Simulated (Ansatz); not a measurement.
Cost and result for the atomization energy of CH$_{9}$BN$_{2}$Si (14 atoms, 14 bonds).

Cartesian coordinates in Å:
```
B -1.512 -1.467 0.757
Si 0.237 -0.648 0.497
N -1.085 -1.113 -0.772
N 0.569 1.020 0.557
C 1.515 1.758 -0.249
H -1.572 -2.645 0.966
H -2.393 -0.756 1.158
H 1.455 -1.320 -0.029
H -1.612 -0.378 -1.223
H -0.946 -1.888 -1.404
H -0.004 1.590 1.158
H 1.029 2.363 -1.025
H 2.187 1.059 -0.752
H 2.132 2.424 0.362
```

Total charge 0; spin multiplicity 1. The bonds changed during the relaxation, so this is another structure than the one it started from. The geometry is a stationary point of PBE0-D4/def2-TZVP. It is one conformer, not always the lowest. Program: Ansatz. All runs use 4 threads of an Arm Neoverse V2 on a shared host. Times are those of one run each, without the atoms' runs, and a repeat can differ threefold. Electronic energies, without spin–orbit coupling; frozen cores. CCSD(T)/CBS adds CCSD(T) − MP2 in def2-TZVPP to the MP2 limit, and its time is that of the two runs behind it. T1 = 0.011. B3LYP takes the VWN-RPA correlation (the form of Gaussian; ORCA's B3LYP/G).

CCSD(T)/CBS is a level of theory with its own doubt, some kJ/mol a heavy atom from the limit and from the frozen cores, so smaller differences don't rank the functionals.

| level | functions | wall time |
| --- | --- | --- |
| PBE-D4/def2-TZVPP (with forces) | 292 | 2.6 s |
| PBE0-D4/def2-TZVPP | 292 | 3 s |
| B3LYP-D4/def2-TZVPP (with forces) | 292 | 4.7 s |
| r2SCAN-D4/def2-TZVPP (with forces) | 292 | 5 s |
| B2PLYP/def2-TZVPP | 292 | 6 s |
| ωB97X-V/def2-TZVPP | 292 | 8.5 s |
| ωB97M-V/def2-TZVPP (with forces) | 292 | 12 s |
| MP2/def2-QZVPP | 568 | 26 s |
| CCSD(T)/def2-TZVPP | 292 | 3.6 min |
| CCSD(T)/CBS(def2) | – | 4 min |

(1) What atomization energy does each give, and how far from CCSD(T)/CBS? (An estimate is asked.)

## Answers

(1) Computed: 
```tsv
level	atomization (kJ/mol)	difference from CCSD(T)/CBS	per bond
PBE-D4/def2-TZVPP (with forces)	4997.7	97.9	7.0
PBE0-D4/def2-TZVPP	4920.9	21.1	1.5
B3LYP-D4/def2-TZVPP (with forces)	4935.6	35.8	2.6
r2SCAN-D4/def2-TZVPP (with forces)	4909.9	10.1	0.7
B2PLYP/def2-TZVPP	4862.9	-36.9	-2.6
ωB97X-V/def2-TZVPP	4938.2	38.4	2.7
ωB97M-V/def2-TZVPP (with forces)	4939.4	39.6	2.8
MP2/def2-QZVPP	4884.9	-14.9	-1.1
CCSD(T)/def2-TZVPP	4765.9	-133.9	-9.6
CCSD(T)/CBS(def2)	4899.8	0.0	0.0
```

In def2-TZVPP, CCSD(T) changes the Hartree–Fock value by +1252.6 kJ/mol (the triples alone add +66.5 kJ/mol) and MP2 by +1292.0 kJ/mol; breaking electron pairs costs correlation energy, which Hartree–Fock lacks. The D4 term adds +43.6 kJ/mol with B3LYP and +23.0 kJ/mol with PBE0; it sums over pairs of atoms, weighted by their polarisabilities, and B3LYP, whose exchange is more repulsive, gets the larger term. From PBE to PBE0 (25 % exact exchange), in def2-TZVPP and without D4, the atomization energy moves by −72.5 kJ/mol: exact exchange takes away binding that semilocal exchange gives to molecules.
